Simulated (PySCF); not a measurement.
**Diatomics of F with group 8**

PBE0 with triple-zeta basis sets in PySCF, for the lowest determinant that a PBE0 search found; no spin–orbit coupling. De refers to high-spin ground-configuration atoms. A positive dipole means M(−)F(+).

| M | basis | state (unpaired electrons) | Re (Å) | ωe (cm⁻¹) | De (eV) | μ (D) |
| --- | --- | --- | --- | --- | --- | --- |
| Fe | def2-TZVPP | sextet (σ ↑↑, π ↑↑, δ ↑) | 1.777 | 660 | n/a | -2.22 |
| Ru | def2-TZVPP | quartet (σ ↑, π ↑, δ ↑) | 1.896 | 568 | 3.98 | -4.38 |
| Os | def2-TZVPP | quartet (π ↑↑, δ ↑) | 1.808 | 708 | n/a | -2.73 |

The shortest bond is that of FeF (1.777 Å), the longest that of RuF (1.896 Å).

The state changes along the series, so neighbouring rows are not always alike in their bonding.

De is left out where the level can put another filling of the metal’s s and d shells below the measured ground configuration, by anything from nothing to about 1 eV. The metal atom is held in its measured ground configuration; semilocal functionals can put another filling of s and d lower by some tenths of an eV, and De to that atom would be smaller. Spin–orbit coupling is left out, which matters for elements this heavy, above all for dissociation energies. With d or f electrons several states lie close, and the lowest PBE0 determinant need not be the measured ground state.
